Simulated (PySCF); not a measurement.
An unknown is described by computed data only.

Elements present: C, H and P. Monoisotopic mass: 146.0414 u.

* Valence photoelectron: vertical ionisation energy: 6.73 eV [ΔSCF CAM-B3LYP/def2-SVPD]
* UV, first state: lowest singlet excitation: 4.06 eV (305 nm, f = 0.026) [TDDFT CAM-B3LYP/def2-SVPD]
* 1H NMR: chemical shifts (computed TMS as zero) by class: 5.58 (1 H), 3.35 (2 H), 2.72 (1 H), 2.53 (1 H), 1.89 (3 H), 1.88 (1 H), 1.74 (1 H), 0.47 (2 H) ppm [GIAO PBE0/pcSseg-1]
* UV, strongest line: among the 10 lowest singlet transitions: S4 at 5.09 eV (243 nm, f = 0.062) [TDDFT CAM-B3LYP/def2-SVPD]
* Dipole: 2.28 D [CAM-B3LYP/def2-SVPD]
* NMR, other nuclei: isotropic shieldings of nuclei other than C and H, by class: 332 (1 P), 476 (1 P) ppm [GIAO PBE0/pcSseg-1]
* Triplet: lowest triplet excitation (Tamm–Dancoff): 3.74 eV [TDA CAM-B3LYP/def2-SVPD]
* 13C NMR: chemical shifts (computed TMS as zero) by class: 146.7 (1 C), 130.2 (1 C), 47.3 (1 C), 41.2 (1 C), 22.5 (1 C), 10.6 (1 C) ppm [GIAO PBE0/pcSseg-1]
* Polarisability: 125.5 au [CAM-B3LYP/def2-SVPD]
* Rotational structure: rotational constants A, B, C: 2.486, 0.891, 0.855 GHz [PBE0-D3(BJ)/def2-SVP]

Electronic properties: PySCF, gas phase, density fitting. Levels stand in brackets. The structure is a single PBE0-D3(BJ)/def2-SVP conformer in the gas phase; no vibrational or solvent corrections. Each NMR value is the plain mean over a class of atoms that symmetry, rotation or inversion makes alike.

Question: Which formula fits the mass and the elements?

Answer: C6H12P2 (calculated 146.0414). No other formula that holds each of these elements comes within 0.0003 u with a fitting electron parity and a possible valence count.

Question: Give a SMILES that accounts for the data.

Answer: Numbering: `[CH2:1]=[P@:2]1([PH2:3])[CH2:4][CH:5]=[C:6]([CH3:7])[CH2:8]1`. 6 carbons fall into 6 classes; from least to most shielded: fully substituted alkene carbon [C6] (146.7 ppm), alkene CH carbon [C5] (130.2 ppm), ring sp3 carbon bound to phosphorus [C4] (47.3 ppm), ring sp3 carbon bound to phosphorus [C8] (41.2 ppm), allylic carbon [C7] (22.5 ppm), carbon bonded to P and 2 H [C1] (10.6 ppm). Hydrogen classes from least to most shielded: 1 H on an alkene CH carbon, C5 (5.58 ppm), 2 H on a three-coordinate phosphorus, P3 (3.35 ppm, a mean of values up to 1.0 ppm apart in this geometry), 1 H on an sp3 carbon bound to phosphorus, C8 (2.72 ppm), 1 H on an sp3 carbon bound to phosphorus, C4 (2.53 ppm), 3 H on an allylic carbon, C7 (1.89 ppm), 1 H on an sp3 carbon bound to phosphorus, C8 (1.88 ppm), 1 H on an sp3 carbon bound to phosphorus, C4 (1.74 ppm), 2 H on a carbon bonded to P and 2 H, C1 (0.47 ppm). The other shieldings belong to: 332 ppm, phosphorus bonded to 3 C and P [P2]; 476 ppm, three-coordinate phosphorus [P3]. The first electron is taken from the HOMO, whose largest Löwdin shares are 0.51 on the carbon bonded to P and 2 H, 0.17 on the phosphorus bonded to 3 C and P, 0.08 on an sp3 carbon bound to phosphorus and 0.07 on a hydrogen on carbon. The optimised geometry has point group C1 and is an asymmetric top. Structure: `[P@]1(P)(=C)CC=C(C1)C`. The assignments are read from this structure; whether some other isomer fits the data as well wasn't checked. The mirror image fits equally.
